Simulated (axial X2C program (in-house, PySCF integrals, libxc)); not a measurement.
## CuP⁺ along the bond: PBE0, 2c

Calculated with an in-house all-electron X2C program for linear molecules (integrals from PySCF). Two-component (2c) means X2C with spin–orbit coupling and atomic mean-field two-electron Coulomb and Gaunt terms. Basis: Cu dyall-cv3z [9s9p6d3f2g], P dyall-v3z [8s7p2d1f] (cores contracted in-house); Gaussian nuclei, density fitting, unrestricted open shells. Masses: Cu 62.930 u, P 30.974 u.

State: Ω = 3/2 (⟨Sz⟩ = 1.50, ⟨Lz⟩ = 0.00 at PBE0). Dipoles are positive if P is the positive end and refer to the centre of mass.

| R (Å) | μ (D) | HOMO (eV) | LUMO (eV) |
| --- | --- | --- | --- |
| 1.922 | -0.850 | -13.54 | -10.97 |
| 2.010 | -0.834 | -13.49 | -10.93 |
| 2.076 | -0.818 | -13.45 | -10.89 |
| 2.143 | -0.799 | -13.42 | -10.84 |
| 2.209 | -0.777 | -13.38 | -10.78 |
| 2.286 | -0.752 | -13.34 | -10.71 |
| 2.364 | -0.729 | -13.30 | -10.63 |
| 2.463 | -0.712 | -13.24 | -10.52 |
| 2.584 | -0.720 | -13.16 | -10.38 |
| 2.761 | -0.807 | -13.02 | -10.18 |

(1) The minimum lies at 2.199 Å. What is the dipole moment there?

The state is one determinant whose occupation by symmetry is held fixed; it was picked as the lowest of a PBE0 search that is not exhaustive. Density functionals use the spin component along the axis (collinear). Other states lie close and PBE0, whose exact exchange favours high spin, may order them wrongly; the determinant shown need not be the ground state. The nearest other 2c determinant of the search, Ω = 1/2, lies 0.16 eV up at the distance of the search. With several unpaired electrons one determinant need not be a pure state. This is the top spin component of a Σ state; components of lower Ω are not single determinants and can lie lower.

## Answers

(1) At PBE0, 2c, with the sign and origin stated: μ = -0.78 D.
